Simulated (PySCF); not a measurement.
Mayer bond orders and bond lengths

Species: C6H10Cl (charge +1).
SMILES with atom numbers: `[CH3:1][C+:2]([CH3:3])[C@@H:4]1[CH2:5][C@@H:6]1[Cl:7]` (hydrogens: H8, H9, H10 on C1; H11, H12, H13 on C3; H14 on C4; H15, H16 on C5; H17 on C6)

Geometry (GFN2-xTB, Å), atoms numbered from 1 in this order:
```xyz
17
C6H10Cl angstrom
C     -0.966   -1.250    0.413
C     -0.725    0.111   -0.017
C     -1.816    1.088    0.002
C      0.565    0.565   -0.390
C      1.668   -0.336   -0.953
C      1.867    0.155    0.411
Cl     1.809   -0.906    1.781
H     -0.388   -1.398    1.344
H     -0.550   -1.994   -0.266
H     -2.015   -1.459    0.599
H     -2.781    0.634    0.208
H     -1.864    1.640   -0.939
H     -1.617    1.847    0.763
H      0.605    1.598   -0.719
H      2.254    0.092   -1.753
H      1.431   -1.380   -1.089
H      2.515    1.004    0.596
```

Bond orders from the PBE0/pcSseg-1 density (PySCF). The structure is a single GFN2-xTB conformer in the gas phase; no vibrational or solvent corrections.

Where do the orders between heavy atoms depart from those drawn in the SMILES?

The largest departure is 0.241, at C6–C4 (drawn single, 0.759). Drawn single, order above 1.12: C1–C2 (1.166), C2–C3 (1.137) and C2–C4 (1.196). Drawn single, order below 0.88: C4–C5 (0.833) and C6–C4 (0.759). The SMILES, with its formal charges, is one Lewis structure only.

Give the Mayer order of every bond between heavy atoms, beside its length.

```csv
bond,drawn as,length (Å),Mayer order
C1–C2,single,1.447,1.166
C2–C3,single,1.465,1.137
C2–C4,single,1.418,1.196
C4–C5,single,1.531,0.833
C5–C6,single,1.464,0.947
C6–Cl7,single,1.733,1.095
C6–C4,single,1.583,0.759
```

By pair of heavy elements: C–C: lowest C6–C4 (0.759, 1.583 Å), highest C2–C4 (1.196, 1.418 Å).

And the bonds to hydrogen?

C–H: 0.85 to 0.94 (10 bonds).

Sum the orders of all bonds at each heavy atom with more than one neighbour and set the sums beside the valence in the SMILES.

C1 3.843 (drawn 4), C2 3.499 (drawn 3), C3 3.871 (drawn 4), C4 3.732 (drawn 4), C5 3.639 (drawn 4), C6 3.712 (drawn 4). Orders between atoms that aren't bonded are not in these sums.

The Mayer order sums products of elements of PS (density times overlap matrix) between the two atoms' basis functions, so it depends on the basis set.

The run behind these numbers computed NMR shieldings as well. On Arm Neoverse N1, one thread, shared host with 64 logical CPUs at a one-minute load of 61, this took 53 s wall (with the writing of density and orbital grids) and 0.80 GiB of memory at its peak.
